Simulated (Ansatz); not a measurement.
Consider the formal exchange of groups at a B–S bond: `CBSCF` + `S=C=CCl` → `CBC(Cl)=C=S` + `FCS`.

Calculated with Ansatz (gas phase, PBE0-D4/def2-TZVP geometries, no zero-point term in ΔE). CBS: MP2 limit from def2 TZ/QZ plus the TZ coupled-cluster correction, frozen cores. DFT in def2-TZVPP. B3LYP here is the variant with VWN-RPA as its local correlation; programs differ in this. One conformer a species, not always the lowest.

| level | ΔE (kJ/mol) | difference from CCSD(T)/CBS |
| --- | --- | --- |
| PBE-D4 | 21.7 | -3.7 |
| r2SCAN-D4 | 20.7 | -4.7 |
| PBE0-D4 | 24.1 | -1.3 |
| B3LYP-D4 | 20.7 | -4.7 |
| ωB97X-V | 26.4 | 1.0 |
| ωB97M-V | 24.4 | -1.0 |
| B2PLYP | 22.2 | -3.2 |
| PBE | 23.5 | -1.9 |
| r2SCAN | 21.3 | -4.1 |
| PBE0 | 25.7 | 0.3 |
| B3LYP | 23.5 | -1.9 |
| HF/def2-TZVPP | 26.1 | 0.7 |
| MP2/def2-TZVPP | 20.2 | -5.2 |
| SCS-MP2/def2-TZVPP | 22.4 | -3.0 |
| CCSD/def2-TZVPP | 27.0 | 1.6 |
| CCSD(T)/def2-TZVPP | 25.5 | 0.1 |
| HF/def2-QZVPP | 25.7 | 0.3 |
| MP2/def2-QZVPP | 20.0 | -5.4 |
| SCS-MP2/def2-QZVPP | 22.4 | -3.0 |
| HF/CBS(def2) | 25.6 | 0.2 |
| MP2/CBS(def2) | 20.1 | -5.3 |
| CCSD/CBS(def2) | 26.9 | 1.5 |
| CCSD(T)/CBS | 25.4 | 0 |

Largest T1 diagnostic among the species: 0.015.
